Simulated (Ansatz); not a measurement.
TiAl6⁺, 7 atoms. Hardware: 4 threads of Arm Neoverse V2 on a shared host.

Correlated methods freeze 35 core orbitals; core or outer-core shells of Ti are correlated, in sets that lack core-valence functions.

Q: How many basis functions does each of these Ansatz runs have, and roughly what does it cost? PBE0-D4/def2-TZVP, charge 1 doublet, energy, from earlier orbitals; PBE0-D4/def2-SVP, charge 1 doublet, energy with a search over starts; r2SCANh-D4/def2-TZVP, charge 1 doublet, energy, from earlier orbitals; PBE0-D4/def2-SVP, charge 1 doublet, energy, from earlier orbitals; B97M-V/def2-TZVP, charge 1 doublet, energy, from earlier orbitals; HF/STO-3G, charge 1 doublet, energy; r2SCAN-D4/def2-TZVP, charge 1 doublet, energy, from earlier orbitals; r2SCAN-D4/def2-SVP, charge 1 doublet, relaxation, 36 steps; MP2/def2-TZVP, charge 1 doublet, energy, from earlier orbitals; PBE-D4/def2-TZVP, charge 1 doublet, energy and forces, from earlier orbitals; CCSD(T)/def2-SVP, charge 1 doublet, energy, from earlier orbitals; PBE-D4/def2-SVP, charge 1 doublet, energy, from earlier orbitals.

A: Other jobs shared the machine, so times can vary by a factor of up to 3. A dash marks memory too small to be measured apart from the calling script's.

| run | functions | fitting or Cholesky vectors | wall time | peak host memory (GiB) |
| --- | --- | --- | --- | --- |
| HF/STO-3G, charge 1 doublet, energy | 72 | 798 | 1.7 s | – |
| PBE-D4/def2-SVP, charge 1 doublet, energy, from earlier orbitals | 139 | 1538 | 7 s | – |
| PBE0-D4/def2-SVP, charge 1 doublet, energy, from earlier orbitals | 139 | 1298 | 11 s | 0.69 |
| PBE-D4/def2-TZVP, charge 1 doublet, energy and forces, from earlier orbitals | 267 | 1967 | 14 s | 0.67 |
| MP2/def2-TZVP, charge 1 doublet, energy, from earlier orbitals | 267 | 1778 | 33 s | 1.5 |
| CCSD(T)/def2-SVP, charge 1 doublet, energy, from earlier orbitals | 139 | 1298 | 44 s | 1.4 |
| B97M-V/def2-TZVP, charge 1 doublet, energy, from earlier orbitals | 267 | 1967 | 58 s | 1.1 |
| r2SCAN-D4/def2-TZVP, charge 1 doublet, energy, from earlier orbitals | 267 | 1967 | 75 s | 1.4 |
| PBE0-D4/def2-SVP, charge 1 doublet, energy with a search over starts | 139 | 1298 | 84 s | 0.85 |
| PBE0-D4/def2-TZVP, charge 1 doublet, energy, from earlier orbitals | 267 | 2140 | 95 s | 1.6 |
| r2SCANh-D4/def2-TZVP, charge 1 doublet, energy, from earlier orbitals | 267 | 2002 | 2.2 min | 1.6 |
| r2SCAN-D4/def2-SVP, charge 1 doublet, relaxation, 36 steps | 139 | 1538 | 6.5 min | – |
